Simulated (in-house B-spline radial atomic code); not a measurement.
A run on V⁻ that did not converge. Method: scalar-relativistic (X2C) HSE06, spin-polarised, spherical fractional occupations, exact exchange averaged over the configuration, Fermi nucleus of rms radius 3.6002 fm; computed with a B-spline radial code for spherical atoms.

Command:
```bash
python run_scf.py task.json out
```
Settings (nuclear radius in fm, mass in u):
```
Z                23
configuration    [Ar] 3d4 4s2
hamiltonian      x2c
method           hse06
spin_polarised   True
nucleus          fermi
rms_radius       3.6002
atomic_mass      50.94396
speed_of_light   137.035999084
exact_exchange   averaged over the configuration
```

First and last ten iterations of the last attempt (damped for 15 steps, keeping 80 % of the old Fock matrix, then DIIS):
```
 iter        energy (Eh)    residual
    1        -943.377794    3.05e-01
    2        -943.732369    3.49e-01
    3        -946.214323    2.38e-01
    4        -947.621417    1.49e-01
    5        -948.374145    8.45e-02
    6        -948.750000    5.56e-02
    7        -948.922728    3.88e-02
    8        -948.994794    2.51e-02
    9        -949.022445    1.67e-02
   10        -949.033149    1.15e-02
  111        -949.043466    2.88e-03
  112        -949.021078    1.00e-02
  113        -949.022328    9.42e-03
  114        -949.023774    8.74e-03
  115        -949.042027    4.17e-03
  116        -949.042348    3.85e-03
  117        -949.042315    3.82e-03
  118        -949.043098    3.17e-03
  119        -949.042215    3.92e-03
  120        -949.042112    4.05e-03
 not converged after 120 iterations
```

The smallest residual met was 1.9e-03; the threshold is about 2e-07. No energy from this run should be used. Cost of the run: 16 s on 1 thread of Arm Neoverse N1 (shared host).
